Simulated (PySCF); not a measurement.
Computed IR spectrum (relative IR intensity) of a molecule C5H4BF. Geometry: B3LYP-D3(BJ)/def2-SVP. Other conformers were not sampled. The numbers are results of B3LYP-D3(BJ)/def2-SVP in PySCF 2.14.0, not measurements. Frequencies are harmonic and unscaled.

```json
[
 {"ν (cm⁻¹)": "669", "relative intensity": "8.4"},
 {"ν (cm⁻¹)": "706", "relative intensity": "7.7"},
 {"ν (cm⁻¹)": "782", "relative intensity": "12"},
 {"ν (cm⁻¹)": "834", "relative intensity": "2.1"},
 {"ν (cm⁻¹)": "1005", "relative intensity": "7.1"},
 {"ν (cm⁻¹)": "1041", "relative intensity": "6.1"},
 {"ν (cm⁻¹)": "1068", "relative intensity": "2.4"},
 {"ν (cm⁻¹)": "1103", "relative intensity": "4.1"},
 {"ν (cm⁻¹)": "1464", "relative intensity": "100"},
 {"ν (cm⁻¹)": "1573", "relative intensity": "4.4"},
 {"ν (cm⁻¹)": "3138", "relative intensity": "2.6"},
 {"ν (cm⁻¹)": "3472", "relative intensity": "16"}
]
```

**Question.** Pick the molecule that these values belong to.
A. C#C[C@@H]1C=CB1F
B. C#CB(C#C)CF
C. C#CB1C=C[C@H]1F
D. C#CB(F)C=C=C

**Answer.** A, C#C[C@@H]1C=CB1F
